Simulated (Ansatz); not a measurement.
SnGe6. The state is a singlet with charge 0. Geometry PBE-D4/def2-SVP.

```xyz
7

Sn   -0.751    0.466   -1.580
Ge    2.291    1.297   -0.651
Ge   -0.281   -2.632   -0.588
Ge   -1.250   -0.997    0.938
Ge   -1.951    1.298    1.364
Ge    1.516   -0.998   -0.378
Ge    0.427    1.566    0.896
```

In the def2 sets Sn takes a core potential; there is no spin–orbit coupling. LC-ωPBE has ω = 0.4 bohr⁻¹. Another isomer (singlet) lies 0.84 eV lower at PBE0-D4/def2-TZVP; other spin states weren't run for this one.

Estimate the orbital energies around the gap (eV) in Ansatz with PBE-D4/def2-TZVP, r2SCAN-D4/def2-TZVP, PBE0-D4/def2-TZVP, LC-ωPBE/def2-TZVP.


```
orbital  PBE-D4/def2-TZVP  r2SCAN-D4/def2-TZVP  PBE0-D4/def2-TZVP  LC-ωPBE/def2-TZVP
 HOMO−9            -10.20               -10.60             -11.49             -14.46
 HOMO−8            -10.20               -10.60             -11.49             -14.46
 HOMO−7             -9.12                -9.46             -10.25             -13.04
 HOMO−6             -6.04                -6.34              -6.90              -9.00
 HOMO−5             -5.99                -6.27              -6.82              -8.98
 HOMO−4             -5.99                -6.27              -6.82              -8.98
 HOMO−3             -5.99                -6.27              -6.75              -8.78
 HOMO−2             -5.79                -6.07              -6.53              -8.45
 HOMO−1             -5.79                -6.07              -6.53              -8.45
   HOMO             -5.30                -5.53              -5.99              -7.83
   LUMO             -2.97                -3.01              -2.40              -0.74
 LUMO+1             -2.97                -3.01              -2.40              -0.74
 LUMO+2             -2.53                -2.49              -1.87               0.00
 LUMO+3             -2.08                -1.99              -1.47               0.28
 LUMO+4             -1.96                -1.91              -1.33               0.46
 LUMO+5             -1.96                -1.91              -1.33               0.46
```
